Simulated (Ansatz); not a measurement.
## One elementary step

Start structure (CH$_{8}$GaN, singlet), relaxed at PBE0-D4/def2-TZVP:

| atom | x (Å) | y (Å) | z (Å) |
| --- | --- | --- | --- |
| Ga1 | -1.2167 | 1.3874 | 0.2594 |
| N2 | 0.1008 | 0.1933 | 0.6310 |
| C3 | 0.0501 | -1.2438 | 0.5074 |
| H4 | -2.5516 | 0.7855 | -0.2836 |
| H5 | -0.8861 | 2.8916 | 0.5113 |
| H6 | 1.5075 | 0.2612 | -1.7184 |
| H7 | 1.9432 | 0.1245 | -2.3112 |
| H8 | 0.9777 | 0.5281 | 0.9992 |
| H9 | 0.8078 | -1.6295 | -0.1865 |
| H10 | 0.1930 | -1.7507 | 1.4696 |
| H11 | -0.9259 | -1.5478 | 0.1220 |

The step: CH₆GaN ([CH3][NH][GaH2]) + H₂ → CH₅N ([CH3][NH2]) + GaH₃ (still joined by a long Ga–N bond); bonds formed: Ga1–H7, N2–H6; bonds broken: H6–H7; bonds weakened to dative contacts: Ga1–N2. Program: Ansatz 0.2.0. Basis: def2-TZVPP and def2-QZVPP. Cores are frozen in the correlated methods. Filled d shells of the heavier atoms are correlated. The def2 sets are not built for correlating such inner shells, so the correlated values are less sure here. Extrapolation: Hartree–Fock as exp(−7.88 √X), correlation as X^−2.97. Energies below are by CCSD(T) at an estimated basis limit (MP2 extrapolated from triple and quadruple zeta, plus CCSD(T) − MP2 in triple zeta).

Problem. What are the electronic barrier and the energy of the step, from the start structure to the end structure? (Judge from chemistry; the value comes from the calculation.)

Solution. The calculation gives: Barrier 24.37 kcal/mol; step energy -16.26 kcal/mol (downhill); reverse barrier, their difference, 40.63 kcal/mol. Barrier and step energy count from the start structure, the reverse barrier from the end structure.

The saddle point: One imaginary mode of 1258i cm⁻¹.
```json
{"pair": "Ga1–H7", "start (Å)": "4.26", "saddle (Å)": "1.90", "end (Å)": "1.58"}
{"pair": "N2–H6", "start (Å)": "2.74", "saddle (Å)": "1.45", "end (Å)": "1.01"}
{"pair": "Ga1–N2", "start (Å)": "1.82", "saddle (Å)": "1.97", "end (Å)": "2.13"}
{"pair": "H6–H7", "start (Å)": "0.75", "saddle (Å)": "0.97", "end (Å)": "3.02"}
```

Zero-point energy (harmonic, PBE0-D4): ZPE is 50.00 kcal/mol at the start and 51.12 kcal/mol at the saddle, so the barrier goes from 24.37 to 25.49 kcal/mol.

The T1 diagnostic stays at or below 0.015.

Labels in which every atom is bracketed show which atoms are joined, not bond orders.

For scale, one of the runs: CCSD(T)/def2-TZVPP, 222 basis functions, launched by `ansatz run in.yaml --threads 4 --pin off --events-out ev --progress --plain --max-ram 9574MiB`. Time: 84 s of wall clock on 4 CPU threads of an Arm Neoverse V1; the host was shared. Peak host memory: 3.5 GiB.
